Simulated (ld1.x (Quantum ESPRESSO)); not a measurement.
**Transferability test, TM potential for bromine (Br)**

```
Element                 : bromine (Br)
Generator               : ld1.x (Quantum ESPRESSO) 7.5
Type                    : norm-conserving Troullier–Martins (Kleinman–Bylander form)
Functional              : Wu–Cohen
Relativity              : scalar-relativistic
Frozen core             : [Ar]
Valence charge          : 17
Reference configuration : 3d10 4s2 4p5
Partial waves           : 4s (bound): rc 1.50 bohr; 4p (bound): rc 1.60 bohr; 3d (bound): rc 1.00 bohr
Local potential         : all-electron potential smoothed inside 1.10 bohr (lloc = -1)
Core correction         : a·sin(br)/r model core inside 0.70 bohr
```

Energies are relative to the spin-unpolarised reference configuration 3d10 4s2 4p5; without spin polarisation the order of configurations can differ from experiment. Not all tests gave a result: 1 of 7 tests not solved or not reliable. Left out of the table: 3d9 4s2 4p5 (solver errors, printed error -3116 eV).

```
valence configuration  charge  ΔE all-electron (eV)  error AE − PS (meV)
         3d10 4s2 4p4      +1                12.561                 +1.3
         3d10 4s2 4p3      +2                35.355                  +10
         3d10 4s1 4p6       0                12.398                 -1.5
         3d10 4s2 4p1      +4               115.545                  +30
```

Q: What are ΔE and the potential's error for 3d10 4s2 4p5.3?

A: ΔE = -1.961 eV all-electron; the error (AE − PS) is +0.6 meV.

Q: What are ΔE and the potential's error for 3d10 4s2 4p2?

A: ΔE = 69.407 eV all-electron; the error (AE − PS) is +26 meV.

Note: ghost state, extra bound levels that the all-electron valence spectrum of the same l lacks: s at -59.6 eV. A true bound ghost makes a file unfit for plane-wave use.
